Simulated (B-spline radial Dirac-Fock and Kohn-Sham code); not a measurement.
**Si²⁺ 2s: cross section and angular parameters**

System: the Si²⁺ ion, [Ne] 3s2; threshold 173.6 eV (orbital energy of the model). Model: Dirac-Hartree-Slater photoionisation with a Latter tail; cross sections with all multipoles, angular parameters from the dipole term and its interference with E2. Program: a B-spline atomic structure program.

```
hν (eV)  σ (kb)      β       γ
    400     170  2.000  -0.039
    600    84.5  2.000   0.011
    642    74.4  2.000   0.028
    721    59.6  2.000   0.064
    800    48.6  2.000   0.099
   1040    28.5  2.000   0.206
   1080       ?      ?       ?
   1110    24.8  2.000   0.236
 1253.6    19.1  2.000   0.297
   1750    9.00  2.000   0.485
   2050    6.20  2.000   0.587
   2430    4.11  2.000   0.706
   2710    3.14  2.000   0.787
   2960    2.52  2.000   0.854
   3700    1.42  2.000   1.038
   4000    1.16  2.000   1.106
   4210    1.02  2.000   1.152
   6000   0.393  2.000   1.496
   7440   0.217  2.000   1.731
   9750   0.101  2.000   2.060
```

Question: Give the values at 1080 eV.

Answer: σ = 26.3 kb, β = 2.000, γ = 0.223. For an s subshell δ is negligible.

Values without a named source are computed, but for edge energies of neutral atoms, which are taken from tables.
